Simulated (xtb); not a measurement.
xtb input (GFN1-xTB):

```bash
xtb mol.xyz --gfn 1 --sp --chrg 0 --uhf 0
```
mol.xyz:
```
12

Ge     1.75299162     0.11108287    -0.10434443
C     -0.18911135     0.14435868    -0.07999591
C     -1.00235331     1.10759937    -0.62388345
C     -2.38805378     0.85060840    -0.44265454
C     -2.61836467    -0.30932037     0.23955359
S     -1.14636403    -1.08678597     0.66016255
H      2.31403744     0.11559562     1.32781872
H      2.21405641     1.37232746    -0.85088839
H      2.26539059    -1.14423581    -0.83064077
H     -0.61943364     1.97713785    -1.14003849
H     -3.17515636     1.49751902    -0.80249834
H     -3.56550318    -0.74389696     0.51454998
```

End of the output:

```
         :::::::::::::::::::::::::::::::::::::::::::::::::::::
         ::                     SUMMARY                     ::
         :::::::::::::::::::::::::::::::::::::::::::::::::::::
         :: total energy             -17.026343559765 Eh    ::
         :: gradient norm              0.030002343805 Eh/a0 ::
         :: HOMO-LUMO gap              3.994269973193 eV    ::
         ::.................................................::
         :: SCC energy               -17.227627741422 Eh    ::
         :: -> electrostatic           0.017593193049 Eh    ::
         :: repulsion energy           0.206697598894 Eh    ::
         :: dispersion energy         -0.005413417237 Eh    ::
         :: halogen bond corr.         0.000000000000 Eh    ::
         :: add. restraining           0.000000000000 Eh    ::
         :: total charge               0.000000000000 e     ::
         :::::::::::::::::::::::::::::::::::::::::::::::::::::

           -------------------------------------------------
          |                Property Printout                |
           -------------------------------------------------

    * Orbital Energies and Occupations

         #    Occupation            Energy/Eh            Energy/eV
      -------------------------------------------------------------
         1        2.0000           -0.9104056             -24.7734
       ...           ...                  ...                  ...
         4        2.0000           -0.6379792             -17.3603
         5        2.0000           -0.6065287             -16.5045
         6        2.0000           -0.5953845             -16.2012
         7        2.0000           -0.5661317             -15.4052
         8        2.0000           -0.5259902             -14.3129
         9        2.0000           -0.5140141             -13.9870
        10        2.0000           -0.5092578             -13.8576
        11        2.0000           -0.4943221             -13.4512
        12        2.0000           -0.4791809             -13.0392
        13        2.0000           -0.4755345             -12.9400
        14        2.0000           -0.4611104             -12.5475
        15        2.0000           -0.4400419             -11.9741
        16        2.0000           -0.4274053             -11.6303 (HOMO)
        17                         -0.2806186              -7.6360 (LUMO)
        18                         -0.2365277              -6.4362
        19                         -0.2230867              -6.0705
        20                         -0.2110237              -5.7422
        21                         -0.2053213              -5.5871
        22                         -0.1845322              -5.0214
        23                         -0.1630152              -4.4359
        24                         -0.1560996              -4.2477
        25                         -0.1364990              -3.7143
        26                         -0.1026568              -2.7934
        27                         -0.0924781              -2.5165
       ...                                ...                  ...
        46                          0.6499744              17.6867
      -------------------------------------------------------------
                  HL-Gap            0.1467867 Eh            3.9943 eV
             Fermi-level           -0.3540119 Eh           -9.6332 eV

  Mulliken/CM5 charges         n(s)   n(p)   n(d)
     1Ge    0.10016 -0.08909   1.421  2.149  0.330
     2C    -0.02300 -0.00327   1.140  2.883  0.000
     3C    -0.03668 -0.08623   1.066  2.970  0.000
     4C    -0.05814 -0.11126   1.058  3.000  0.000
     5C     0.01405 -0.02450   1.057  2.929  0.000
     6S     0.00141 -0.03558   1.920  4.056  0.023
     7H    -0.04008  0.01933   1.040  0.000  0.000
     8H    -0.04392  0.01589   1.044  0.000  0.000
     9H    -0.04008  0.01933   1.040  0.000  0.000
    10H     0.04253  0.09914   0.957  0.000  0.000
    11H     0.03992  0.09561   0.960  0.000  0.000
    12H     0.04383  0.10063   0.956  0.000  0.000

Wiberg/Mayer (AO) data.
largest (>0.10) Wiberg bond orders for each atom

 ---------------------------------------------------------------------------
     #   Z sym  total        # sym  WBO       # sym  WBO       # sym  WBO
 ---------------------------------------------------------------------------
     1  32 Ge   4.012 --     2 C    1.001     8 H    0.913     7 H    0.911
                             9 H    0.911     6 S    0.115
     2   6 C    3.921 --     3 C    1.555     6 S    1.130     1 Ge   1.001
                             5 C    0.127
     3   6 C    3.993 --     2 C    1.555     4 C    1.279    10 H    0.953
     4   6 C    3.991 --     5 C    1.642     3 C    1.279    11 H    0.967
     5   6 C    3.955 --     4 C    1.642     6 S    1.157    12 H    0.974
                             2 C    0.127
     6  16 S    2.597 --     5 C    1.157     2 C    1.130     1 Ge   0.115
     7   1 H    0.997 --     1 Ge   0.911
     8   1 H    0.995 --     1 Ge   0.913
     9   1 H    0.997 --     1 Ge   0.911
    10   1 H    1.000 --     3 C    0.953
    11   1 H    1.001 --     4 C    0.967
    12   1 H    0.998 --     5 C    0.974
 ---------------------------------------------------------------------------

Topologies differ in total number of bonds
Writing topology from bond orders to xtbtopo.mol

 dipole moment from electron density (au)
     X       Y       Z
  -0.6778   0.0299  -0.0022  total (Debye):    1.724

           -------------------------------------------------
          | TOTAL ENERGY              -17.026343559765 Eh   |
          | GRADIENT NORM               0.030002343805 Eh/α |
          | HOMO-LUMO GAP               3.994269973193 eV   |
           -------------------------------------------------

------------------------------------------------------------------------
------------------------------------------------------------------------
 total:
 SCF:
Note: The following floating-point exceptions are signalling: IEEE_DENORMAL
normal termination of xtb
```
